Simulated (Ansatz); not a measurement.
Cost and result up the ladder for B₄P₄H₁₄, a cluster cut from wurtzite BP (hydrogen-capped) (22 atoms). Charge 0, multiplicity 1. Geometry: PBE-D4/def2-SVP.

```xyz
22

B     1.4560   -0.9790    1.2607
P     1.9103    0.6130    0.1973
B    -0.7120   -1.7518   -1.0448
P    -0.4338   -1.3201    0.8506
P    -0.1781   -0.1191   -2.0046
B     0.4487    1.3655   -0.8797
B    -1.5940    0.1460    1.4512
P    -1.0111    1.6992    0.3930
H     2.1658   -1.8966    0.8710
H     1.6042   -0.6861    2.4398
H     3.0099    0.4147   -0.6934
H     2.4401    1.6897    0.9729
H     0.0358   -2.6507   -1.4064
H    -1.8962   -1.9480   -1.2836
H    -0.8137   -2.4760    1.5952
H     0.8334   -0.3374   -2.9900
H    -1.2021    0.4135   -2.8469
H     0.7732    2.3530   -1.5161
H    -1.3973    0.4097    2.6299
H    -2.7640   -0.0732    1.1668
H    -0.6103    2.8177    1.1867
H    -2.0646    2.3160   -0.3496
```

Ansatz on 4 threads of Arm Neoverse V2 on a shared host. Times are rough, and most runs start from the orbitals of an earlier one. PBE0-D4/def2-TZVPD serves as the yardstick here, not as an exact answer. Differences are given only for rows in sets of like size (and for xTB, whose basis is part of the method), since another set adds its own error. Binding counts from free atoms at the same level (B doublet, P quartet, H doublet; other spins of the atoms weren't run), without zero-point energy or a counterpoise term.

B3LYP takes the VWN-RPA correlation. Correlated methods freeze 24 core orbitals. The rows differ in basis, and correlated rows in double-zeta sets carry the largest basis error.

Correlated methods converge slowly with the basis, most of all in double-zeta sets.

| level | functions | wall time |
| --- | --- | --- |
| PBE-D4/def2-SVP | 198 | 2.9 s |
| PBE0-D4/def2-SVP | 198 | 4.8 s |
| PBE-D4/def2-TZVP | 356 | 6 s |
| MP2/def2-TZVP | 356 | 11 s |
| PBE-D4/def2-TZVPD | 446 | 12 s |
| B3LYP-D4/def2-TZVP | 356 | 12 s |
| r2SCAN-D4/def2-TZVP | 356 | 13 s |
| BHLYP-D4/def2-TZVP | 356 | 13 s |
| PBE0-D4/def2-TZVP (with forces) | 356 | 18 s |
| PBE0-D4/def2-TZVPD | 446 | 19 s |
| B3LYP-D4/def2-TZVPD | 446 | 20 s |
| CCSD(T)/def2-SVP | 198 | 90 s |

**Question.** Estimate what each level gives for the binding energy per atom (eV).

**Answer.** 
| level | binding energy per atom (eV) | difference from PBE0-D4/def2-TZVPD (eV) |
| --- | --- | --- |
| PBE-D4/def2-SVP | 3.40 | – |
| PBE0-D4/def2-SVP | 3.38 | – |
| PBE-D4/def2-TZVP | 3.39 | 0.02 |
| MP2/def2-TZVP | 3.18 | -0.19 |
| PBE-D4/def2-TZVPD | 3.39 | 0.02 |
| B3LYP-D4/def2-TZVP | 3.36 | -0.01 |
| r2SCAN-D4/def2-TZVP | 3.37 | 0.00 |
| BHLYP-D4/def2-TZVP | 3.31 | -0.06 |
| PBE0-D4/def2-TZVP (with forces) | 3.37 | 0.00 |
| PBE0-D4/def2-TZVPD | 3.37 | 0.00 |
| B3LYP-D4/def2-TZVPD | 3.36 | -0.01 |
| CCSD(T)/def2-SVP | 3.11 | – |
